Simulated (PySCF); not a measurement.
# UHF on Ag (silver, neutral)

Configuration: [Kr] 4d9 5s1 5p1, one real determinant (an excited configuration). All numbers are calculated (PySCF 2.14, a scalar-relativistic core potential, in def2-TZVPPD with the def2 core potential (28 electrons) (6s4p3d2f1g, 56 functions)).

```json
{
  "Total energy": "-145.904160 hartree",
  "One-electron energy": "-257.6532 hartree",
  "Hartree (Coulomb) energy": "124.9114 hartree",
  "Exchange energy": "-13.1624 hartree",
  "⟨S²⟩": "3.7531",
  "⟨L²⟩": "8.049",
  "Sum of ⟨r⟩": "27.00 bohr",
  "Sum of ⟨r²⟩": "56.89 bohr²",
  "Traceless quadrupole moment −½Σ⟨3z² − r²⟩ along its main axis": "-7.36 e·bohr²"
}
```

```csv
shell,electrons,mean orbital energy (hartree),spread (hartree),"rms radius, mean of both spins (bohr)"
4s α,1,-4.60211,0,0.979
4s β,1,-4.51509,0,0.979
4p α,3,-3.04786,0.06673,1.08
4p β,3,-2.94879,0.06385,1.08
4d α,5,-0.74226,0.07093,1.45
4d β,4,-0.69433,0.03529,1.45
5s α,1,-0.37075,0,3.25
5p α,1,-0.18867,0,4.31
```

⟨L²⟩ = 8.05 against 12 for a pure F term, so this real determinant mixes terms. Energies and moments cover only the electrons outside the core potential.
